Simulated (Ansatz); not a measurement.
Coupled-cluster diagnostics for the cluster AsS3, Ansatz.

Geometry of the doublet (B3LYP-D4/def2-SVP):

```xyz
4

As   -0.248   -0.995    0.393
S    -1.038    1.431    0.058
S     1.626   -1.027    1.180
S    -0.340    0.591   -1.631
```

Correlated methods freeze 24 core orbitals; core or outer-core shells of As are correlated, in sets that lack core-valence functions. The structure comes from a short search, and lower isomers may exist.

Geometry of the charge 0 quartet (B3LYP-D4/def2-SVP):

```xyz
4

As   -0.624    1.302   -0.671
S     1.558   -0.901    1.605
S    -2.299    0.092   -0.663
S     1.365   -0.493   -0.272
```

Task: Estimate the CCSD(T) correlation energy, the shares of MP2 and (T), T1 and the reference's ⟨S²⟩ for: charge 0, doublet, own geometry in def2-TZVP; charge 0, quartet, own geometry in def2-TZVP; and the rough time on 4 threads of Arm Neoverse V1 on a shared host.

Result: 
| state | basis | correlation (eV) | MP2 share (%) | (T) share (%) | T1 | ⟨S²⟩ (pure) | wall time | remarks |
| --- | --- | --- | --- | --- | --- | --- | --- | --- |
| charge 0, doublet, own geometry | def2-TZVP | -22.782 | 90.9 | 6.0 | 0.022 | 0.81 (0.75) | 1.8 min | – |
| charge 0, quartet, own geometry | def2-TZVP | -21.844 | 87.3 | 5.6 | 0.048 | 4.11 (3.75) | 1.8 min | large T1, spin-contaminated |
Customary marks for T1 are 0.02 (closed shells), 0.045 (open shells) and about 0.05 (3d metals). T1 exceeds 0.02 in 2 of 2 rows and 0.045 in 1; the higher it lies, the less the single-reference result can be trusted.
